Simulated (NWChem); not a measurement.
CH5NOSi2; SMILES O[Si@@H]1C=N[SiH2]1

```xyz
10

O     -0.2667     2.3144    -0.3868
Si     0.0219     0.8717     0.3966
C      1.4214    -0.3506    -0.1034
N      0.9120    -1.5313    -0.1566
Si    -0.8727    -1.2563    -0.0424
H     -0.4619     2.2667    -1.3275
H      0.1524     1.2598     1.8324
H      2.5119    -0.2156    -0.2476
H     -1.5620    -2.1168     0.9677
H     -1.5068    -1.5021    -1.3741
```
Atoms are numbered in this order, from 1.

Results from NWChem. Pople sets run with spherical d functions. Structure relaxed at the PBE0/def2-SVP level. Ions are spin-unrestricted doublets at the neutral geometry. Hybrids' shares of exact exchange are those that their runs print; pure functionals count as 0. The functionals differ in more than this share.

```csv
row,share of exact exchange,ΔSCF ionisation energy minus −ε(HOMO) (eV)
PBE/6-31+G*,0.00,3.06
B3LYP/6-31+G*,0.20,2.17
PBE0/6-31+G*,0.25,1.93
BHandHLYP/6-31+G*,0.50,withheld
```

**Question.** Fit a straight line of the last column on the one before it, predict the withheld value, and compare with the run.

**Answer.** 
1. Means of the 3 shown rows: x = 0.150, y = 2.387. Slope Σ(x − x̄)(y − ȳ)/Σ(x − x̄)² = -0.1575/0.03500 = -4.500; intercept 3.062.
2. The shown rows scatter about the line by 0.006 (root mean square); the largest residual is +0.01, at B3LYP/6-31+G*.
3. At x = 0.50 (BHandHLYP/6-31+G*; beyond the shown range) the line gives 0.81.
4. The run gives 0.66, -0.15 from the line. The line crosses zero at a share of 0.68, outside the shown range.
